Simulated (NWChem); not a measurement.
## Atomisation of ClTl

SMILES: [Cl][Tl]
```xyz
2

Tl     0.0000     0.0000    -0.4405
Cl     0.0000     0.0000     2.0987
```
Charge 0, spin multiplicity 1.

Everything below was run with NWChem. The geometry was optimised at B3LYP/def2-SVP with def2 effective core potentials on Tl, a minimum by its harmonic frequencies.

Basis set: def2-TZVP. The atomisation energy is electronic alone: no zero-point, thermal, spin-orbit or counterpoise terms. No value is extrapolated to the basis-set limit. Free atoms are single determinants with multiplicities Tl 2, Cl 2. Correlated methods freeze the same cores in atoms and molecule, 9 orbitals in all.

```tsv
method	atomisation energy (kcal/mol)	relative cost
HF	73.1	1
BLYP	100.2	under 3
BP86	103.5	under 3
PBE	104.6	under 3
B3LYP	99.3	under 3
PBE0	101.2	under 3
MP2	103.1	under 3
CAM-B3LYP	99.0	10
CCSD(T)	98.1	10
```

The values span 31.5 kcal/mol, from HF (lowest) to PBE (highest). The cost column gives rough processor time relative to HF; each entry includes its own SCF. Costs are the molecule's.

Effective core potentials replace the inner electrons of Tl; spin-orbit coupling is left out. B3LYP has NWChem's definition, with VWN1-RPA local correlation. GW and range-separated runs recompute their integrals, the others keep them in memory, which bears on the times. The structure started from a generated list of species. No SCF solution was tested for a lower state. Open-shell Hartree-Fock references start from PBE0 orbitals; any time given for them includes that run. Coupled-cluster values serve here as a point of comparison, not as the truth.
